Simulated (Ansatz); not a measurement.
A set of 12 reactions (ligand exchange), with CCSD(T)/CBS values in kJ/mol:

| reaction | ΔE |
| --- | --- |
| `C=[CH][SnH2][CH]=C` + HBr → `C=[CH][SnH2][Br]` + `C=C` | -130.9 |
| `[SiH3]OBCl` + `O[SiH3]` → `[SiH3]OBO[SiH3]` + HCl | -44.3 |
| `F[Si](F)(F)S[Si](F)(F)F` + H–F → `F[Si](F)(F)F` + `F[Si](F)(F)S` | -94.5 |
| `C#[C][Ti]([OH])([F])[F]` + HCl → `C#[C][Ti]([F])([F])[Cl]` + H₂O | -19.0 |
| `C=CCO[SiH3]` + `[NH2][Sc]([OH])[OH]` → `[NH2][Sc]([OH])[O][SiH3]` + `C=CCO` | -31.4 |
| `[CH3][In]([CH3])[NH2]` + NH₃ → `[CH3][In]([NH2])[NH2]` + CH₄ | -33.5 |
| `COB(O)Br` + NH₃ → `COB(N)Br` + H₂O | 15.1 |
| `C=C[Si](Cl)(Cl)Cl` + `O[SiH3]` → `[SiH3]O[Si](Cl)(Cl)Cl` + `C=C` | -113.1 |
| `C=C[SiH2]S[SiH](F)F` + NH₃ → `C=C[SiH2]N` + `F[SiH](F)S` | 26.2 |
| `N#[C][Al]([Cl])[Cl]` + `BO` → `B[O][Al]([Cl])[Cl]` + `C#N` | -69.4 |
| `C=C=[N][SbH2]` + `CC(=N)O` → `C/C(O)=[N]\[SbH2]` + `C=C=N` | 24.5 |
| `[CH3][Y]([OH])[OH]` + H–F → `[OH][Y]([OH])[F]` + CH₄ | -255.8 |

Computed with Ansatz on PBE0-D4/def2-TZVP structures; ΔE is electronic, products minus reactants. CCSD(T)/CBS is the MP2 limit (def2-TZVPP, def2-QZVPP) plus CCSD(T) − MP2 in def2-TZVPP, frozen cores. This one scheme is used for every species. Functionals use def2-TZVPP. B3LYP here is the variant with VWN-RPA as its local correlation; programs differ in this. def2 core potentials past Kr. For Br, In, Sb, Sc, Sn, Ti, Y outer-core shells are correlated without core-valence functions, which leaves a few kJ/mol of doubt a bond. Scalar relativity is left out up to krypton. Each species was taken in one conformer, which may not be the lowest.

**Question.** Give the mean, mean absolute and largest difference (level minus CCSD(T)/CBS, kJ/mol) for: PBE-D4, B3LYP-D4, ωB97X-V, r2SCAN, PBE0, B3LYP, MP2/def2-TZVPP, SCS-MP2/def2-TZVPP, CCSD/def2-TZVPP, CCSD(T)/def2-TZVPP, MP2/def2-QZVPP, SCS-MP2/def2-QZVPP, HF/CBS(def2), CCSD/CBS(def2). (Best estimate.)

**Answer.** Computed: 
```json
{"level": "PBE-D4", "mean": "5.2", "mean absolute": "6.3", "largest": "17.8"}
{"level": "B3LYP-D4", "mean": "-0.8", "mean absolute": "3.2", "largest": "-13.1"}
{"level": "ωB97X-V", "mean": "0.4", "mean absolute": "3.0", "largest": "-11.8"}
{"level": "r2SCAN", "mean": "-0.7", "mean absolute": "3.0", "largest": "-12.9"}
{"level": "PBE0", "mean": "2.0", "mean absolute": "3.7", "largest": "8.7"}
{"level": "B3LYP", "mean": "-2.9", "mean absolute": "5.8", "largest": "-15.5"}
{"level": "MP2/def2-TZVPP", "mean": "2.1", "mean absolute": "2.3", "largest": "8.4"}
{"level": "SCS-MP2/def2-TZVPP", "mean": "0.0", "mean absolute": "3.1", "largest": "-8.2"}
{"level": "CCSD/def2-TZVPP", "mean": "0.0", "mean absolute": "4.7", "largest": "-10.6"}
{"level": "CCSD(T)/def2-TZVPP", "mean": "1.5", "mean absolute": "3.4", "largest": "10.1"}
{"level": "MP2/def2-QZVPP", "mean": "0.8", "mean absolute": "2.0", "largest": "-4.2"}
{"level": "SCS-MP2/def2-QZVPP", "mean": "-1.1", "mean absolute": "2.4", "largest": "-6.5"}
{"level": "HF/CBS(def2)", "mean": "-10.3", "mean absolute": "15.4", "largest": "-34.5"}
{"level": "CCSD/CBS(def2)", "mean": "-1.4", "mean absolute": "2.6", "largest": "-5.3"}
```

The largest T1 diagnostic in the set is 0.023, for `C#[C][Ti]([F])([F])[Cl]` (customary mark 0.02).

CCSD(T)/CBS is a level of theory with its own doubt, and the functionals carry their triple-zeta basis error, so these figures describe this set and don't rank the functionals.
